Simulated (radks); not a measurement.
These are the eigenvalues of the occupied orbitals of an atom or ion with whole-number occupations (hartree). Method: scalar-relativistic Kohn-Sham, PBEsol, spin-polarised, spherical densities, finite nucleus; Fermi nuclear charge, rms radius of each element as measured or else 0.836 A^(1/3) + 0.57 fm; computed with a radial shooting solver on a logarithmic mesh with Libxc functionals.

orbital  eigenvalue
1s down   -216.6345
1s up     -216.6339
2s up     -25.27702
2s down   -25.21838
2p up     -21.37250
2p down   -21.32773
3s up      -3.53772
3s down    -3.38735
3p up      -2.48758
3p down    -2.33886
3d up      -0.88699

Which element is it, and in what charge state? The configuration may be excited. Open shells, if any, are filled with parallel spins first.

Answer. Z = 24, chromium, charge +2: Cr2+ in [Ar] 3d4. The list shows which subshells hold electrons but not how many an open one holds; the 1s level, -216.63 hartree, gives Z - s = 20.8 by -(Z - s)^2/2, which with screening and relativity narrows Z to a few neighbours, and the depths of the outer levels then fix element, charge and occupations together.
